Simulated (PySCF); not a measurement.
# Ba(53+): ionisation energy

Ba(53+) [He] 2s1 (2S) → Ba(54+) 1s2 (1S), as a difference of total energies. Computed with PySCF 2.14 in an uncontracted even-tempered set (17 s from 29 bohr⁻², ratio 2.2; 8 p from 44 bohr⁻², ratio 2.4; 5 d from 130 bohr⁻², ratio 2.4; 5 f from 200 bohr⁻², ratio 2.4; 4 g from 290 bohr⁻², ratio 2.4), with the non-relativistic Hamiltonian (point nucleus). Correlated levels: nothing frozen; virtual orbitals above 40 to 60 times the deepest correlated orbital energy dropped. The calculations carry no spin-orbit coupling.

| method | ionisation energy (eV) | difference from reference (eV) |
| --- | --- | --- |
| UHF | 10067.3 | -549.1 |
| LDA | 10060.2 | -556.2 |
| PBE | 10071.9 | -544.5 |
| PBE0 | 10070.8 | -545.6 |
| r2SCAN | 10064.2 | -552.2 |
| PBEsol | 10066.2 | -550.2 |
| r2SCAN0 | 10065.1 | -551.3 |
| MP2 (all electrons) | 10067.5 | -548.9 |
| SCS-MP2 (all electrons) | 10067.5 | -548.9 |

Reference: 10616.42 ± 0.05 eV (theoretical estimate listed by NIST; NIST Atomic Spectra Database, ionization energies).

The gap to the reference is mostly relativistic.
